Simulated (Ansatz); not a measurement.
`[NH2][Hf]([NH2])([NH2])[F]` + H–F → `[NH2][Hf]([NH2])([F])[F]` + NH₃  (ligand exchange at the Hf–N bond)

Gas-phase electronic energies from Ansatz, PBE0-D4/def2-TZVP geometries. CBS: MP2 limit from def2 TZ/QZ plus the TZ coupled-cluster correction, frozen cores. This one scheme is used for every species. DFT in def2-TZVPP. B3LYP here is the variant with VWN-RPA as its local correlation; programs differ in this. Elements past krypton have def2 core potentials. For Hf outer-core shells are correlated without core-valence functions, which leaves a few kJ/mol of doubt a bond. Each species was taken in one conformer, which may not be the lowest.

Question: Is it downhill or uphill in electronic energy at CCSD(T)/CBS, and by how much? (An estimate is asked.)

Answer: Computed: Downhill: ΔE = -113.0 kJ/mol.

Question: What do these levels give: B3LYP-D4, r2SCANh-D4, ωB97X-V, r2SCAN, BHLYP, MP2/CBS(def2)? (Best estimate.)

Answer: Ansatz gave: B3LYP-D4 -123.7, r2SCANh-D4 -125.3, ωB97X-V -126.7, r2SCAN -128.3, BHLYP -128.1, MP2/CBS(def2) -110.4 kJ/mol.

Largest T1 diagnostic among the species: 0.015.

From BLYP to BHLYP (50 % exact exchange), in def2-TZVPP and without D4, ΔE moves by +4.0 kJ/mol. In def2-TZVPP, CCSD(T) changes the Hartree–Fock value by +15.5 kJ/mol (the triples alone add +1.5 kJ/mol) and MP2 by +18.1 kJ/mol. Leaving LDA and LC-ωPBE aside and taking each functional with its dispersion term where it has one, the values, not all of them listed here, spread over 13.4 kJ/mol, from B97M-V to PBE-QIDH. LDA lies +8.7 kJ/mol from PBE without D4.
